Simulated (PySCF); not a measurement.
Isomers of C3H5N. Gas-phase values, no solvent. One relaxed conformer stands for each flexible species; it need not be the lowest. Strings in code marks are SMILES.

Method: B3LYP-D3(BJ)/def2-TZVP // PBE0-D4/def2-TZVP run with PySCF. All candidates: neutral, multiplicity 1. B3LYP has the VWN-RPA correlation part, as in Gaussian. Excitations are Tamm–Dancoff values on a coarser integration grid. The basis has no diffuse functions, so Rydberg states are missing or too high.

- HOMO–LUMO gap: 5.67 eV
- T1 excitation (TDA): 4.00 eV
- HOMO: -5.82 eV

### Question
Identify which member has these values.
A) `C=C=CN`
B) `C=CN=C` (C–C–N–C torsion 180°)
C) `C=C=NC`
D) `C1=CNC1`

### Answer
A, `C=C=CN`. The others give `C=CN=C` (C–C–N–C torsion 180°): 5.67 eV, 3.36 eV, -7.13 eV; `C=C=NC`: 6.32 eV, 4.33 eV, -6.40 eV; `C1=CNC1`: 6.39 eV, 3.96 eV, -5.98 eV
